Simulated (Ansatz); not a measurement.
CH6Ge (SMILES [CH3][GeH3]) moved off its minimum; all values from Ansatz (a first-principles code), cores frozen in correlated methods.
(charge 0, multiplicity 1)
```xyz
8

Ge    -0.4131     0.0422    -0.0557
C      1.5154    -0.2597    -0.0017
H     -1.0160    -0.8832    -1.0834
H     -0.7465     1.5403    -0.3958
H     -0.9835    -0.2570     1.3654
H      1.7650    -1.1561     0.2576
H      1.9266     0.5619     0.7645
H      1.9212     0.1322    -0.9684
```

Question: Give the forces (eV/Å), the total energy and the dipole at CCSD(T)/cc-pVTZ.

Answer: 
| atom | Fx | Fy | Fz |
|---|---|---|---|
| Ge1 | -0.088 | 0.546 | 0.726 |
| C2 | -0.494 | 8.489 | -0.739 |
| H3 | -0.436 | -0.346 | -0.433 |
| H4 | 0.132 | -0.428 | 0.023 |
| H5 | -0.069 | 0.007 | -0.246 |
| H6 | 1.778 | -5.391 | 1.367 |
| H7 | -0.737 | -1.983 | -1.305 |
| H8 | -0.087 | -0.894 | 0.607 |
Energy -2117.1169 hartree, dipole 0.59 D.
